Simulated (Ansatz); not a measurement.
Cartesian coordinates in Å:
```
O 0.823 0.574 -0.935
Ge -0.126 -0.120 0.404
H 0.405 0.448 -1.789
H 0.704 0.186 1.654
H -0.294 -1.638 0.197
H -1.512 0.550 0.469
```

The species carries charge 0 and has multiplicity 1.

(1) List the PBE0/def2-TZVPP orbital energies in eV (the Gaussian-basis code of Ansatz). (An estimate is asked.)

Results:

(1) Computed: Occupied: -10860.26, -1358.49, -1208.30, -1208.30, -1208.29, -522.44, -171.26, -121.08, -121.03, -121.03, -34.05, -33.89, -33.89, -33.81, -33.81, -27.36, -15.93, -13.02, -10.39, -10.33, -9.30, -8.43. Lowest empty: 0.11, 1.18, 1.84, 2.00, 2.38, 5.28, 5.34, 6.07.
